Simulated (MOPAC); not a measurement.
Input file for MOPAC: PM7 on RuI, 2S+1 = 4, a spin state set in the input, which need not be the lowest, a point of a bond scan (R = 2.573 Å).

```
PM7 1SCF PRECISE CHARGE=0 UHF MS=1.5 THREADS=1
IRu

Ru     0.00000000 1     0.00000000 1     0.00000000 1
I      0.00000000 1     0.00000000 1     2.57306600 1
```

Output:

```
*******************************************************************************
 **                                                                           **
 **                              MOPAC v23.2.5                                **
 **                                                                           **
 *******************************************************************************
 ** MOPAC's Digital Object Identifier: https://doi.org/10.5281/zenodo.6511958 **
 **                                                                           **
 ** Please cite the open-source release paper for use of this MOPAC version:  **
 ** J. E. Moussa and J. J. P. Stewart (2026)                                  **
 ** MOPAC: An open-source semiempirical molecular orbital program             **
 ** J. Open Source Softw., 11(119), 8025, https://doi.org/10.21105/joss.08025 **
 *******************************************************************************

                              PM7 CALCULATION RESULTS

 *******************************************************************************
 *  PM7        - The PM7 Hamiltonian to be used
 *  UHF        - UNRESTRICTED HARTREE-FOCK CALCULATION
 *
 *
 *
 *                 CHARGE ON SYSTEM = 0
 *
 *
 *
 *  MS=        - IN MECI, MAGNETIC COMPONENT OF SPIN =  1.5
 *  PRECISE    - TIGHTER CRITERIA TO BE USED
 *  1SCF       - DO 1 SCF AND THEN STOP
 *  THREADS=1  - MULTI-THREADING NOT USED
 *  T=         - A TIME OF 172800.0 SECONDS REQUESTED
 *  DUMP=N     - RESTART FILE WRITTEN EVERY 7200.0 SECONDS REQUESTED
 *******************************************************************************
PM7 1SCF PRECISE CHARGE=0 UHF MS=1.5 THREADS=1
 IRu

   ATOM   CHEMICAL          X               Y               Z
  NUMBER   SYMBOL      (ANGSTROMS)     (ANGSTROMS)     (ANGSTROMS)

     1      Ru          0.00000000  *   0.00000000  *   0.00000000  *
     2       I          0.00000000  *   0.00000000  *   2.57306600  *



          CARTESIAN COORDINATES

    NO.       ATOM           X           Y           Z

     1        Ru          0.0000      0.0000      0.0000
     2         I          0.0000      0.0000      2.5731

 General Reference for PM7:
 "Optimization of Parameters for Semiempirical Methods VI: More Modifications to the
 NDDO Approximations and Re-optimization of Parameters", J. J. P. Stewart, J. Mol. Mod., 1:32, 19 (2013)
 https://link.springer.com/article/10.1007/s00894-012-1667-x

           Empirical Formula: Ru I  =     2 atoms



      MOLECULAR POINT GROUP   :   C*v


          UHF CALCULATION, NO. OF ALPHA ELECTRONS =    9
                           NO. OF BETA  ELECTRONS =    6

 -------------------------------------------------------------------------------
 PM7 1SCF PRECISE CHARGE=0 UHF MS=1.5 THREADS=1
 IRu



     1SCF WAS SPECIFIED, SO BFGS WAS NOT USED
     SCF FIELD WAS ACHIEVED


                              PM7 CALCULATION
                                                       MOPAC v23.2.5 Linux




          FINAL HEAT OF FORMATION =        112.75607 KCAL/MOL =     471.77139 KJ/MOL


          COSMO AREA              =        114.09 SQUARE ANGSTROMS
          COSMO VOLUME            =        106.61 CUBIC ANGSTROMS

          IONIZATION POTENTIAL    =          7.541639 EV
          ALPHA SOMO LUMO (EV)    =         -8.440 -1.588
          BETA  SOMO LUMO (EV)    =         -7.542 -2.855
          NO. OF ALPHA ELECTRONS  =          9
          NO. OF BETA  ELECTRONS  =          6
          MOLECULAR WEIGHT        =        227.9745         POINT GROUP:  C*v

          MOLECULAR DIMENSIONS (Angstroms)

            Atom       Atom       Distance
            I     2   Ru     1     2.57307
            I     2   Ru     1     0.00000
           Ru     1    I     2     0.00000


          SCF CALCULATIONS        =          1





   ATOM   CHEMICAL          X               Y               Z
  NUMBER   SYMBOL      (ANGSTROMS)     (ANGSTROMS)     (ANGSTROMS)

     1      Ru          0.00000000  *   0.00000000  *   0.00000000  *
     2       I          0.00000000  *   0.00000000  *   2.57306600  *

                             CARTESIAN COORDINATES

   1   Ru        0.000000000     0.000000000     0.000000000
   2    I        0.000000000     0.000000000     2.573066000


           Empirical Formula: Ru I  =     2 atoms



      MOLECULAR POINT GROUP   :   C*v


          ALPHA EIGENVALUES
 -27.18815 -11.52669 -11.52669 -11.47735  -8.78778  -8.78778  -8.52023  -8.52023
  -8.43956  -1.58787  -1.48489  -1.48489  -0.15792 120.09236 120.09236 120.30328
 120.30328 120.38575


           BETA EIGENVALUES
 -26.25109 -10.97391 -10.80249 -10.80249  -7.54164  -7.54164  -2.85518  -2.77931
  -2.77931   0.40241   0.96175   1.04317   1.04317 120.95738 121.09981 121.09981
 121.49310 121.49310


              NET ATOMIC CHARGES AND DIPOLE CONTRIBUTIONS

  ATOM NO.   TYPE          CHARGE      No. of ELECS.   s-Pop       p-Pop       d-Pop
    1         Ru          -0.053569        8.0536     0.96025     0.08589     7.00743
    2          I           0.053569        6.9464     1.67645     5.26755     0.00243
 DIPOLE           X         Y         Z       TOTAL
 POINT-CHG.     0.000     0.000     0.662     0.662
 HYBRID         0.000    -0.000    -0.839     0.839
 SUM            0.000    -0.000    -0.177     0.177


          ATOMIC ORBITAL ELECTRON POPULATIONS

     Atom    s        px        py        pz      x^2-y^2     xz        z^2       yz        xy
    1 Ru   0.96025   0.01195   0.01195   0.06198   1.99983   1.18825   0.63128   1.18825   1.99983
    2  I   1.67645   1.79912   1.79912   1.66932   0.00017   0.00068   0.00072   0.00068   0.00017


                    (SZ)    =    1.500000
                    (S**2)  =    3.758110


          ATOMIC ORBITAL SPIN POPULATIONS

    Atom   Total    s     px     py     pz   x^2-y^2  xz     z^2    yz     xy
         Atomic
    1 Ru  2.6036  0.610  0.009  0.009  0.034  0.000  0.796  0.350  0.796  0.000
    2  I  0.3964  0.013  0.195  0.195 -0.007 -0.000  0.000 -0.000  0.000 -0.000

 **********************
 *                    *
 * JOB ENDED NORMALLY *
 *                    *
 **********************




 == MOPAC DONE ==
```

The run finished.

Cost: about 0.03 core-seconds (a rough figure).
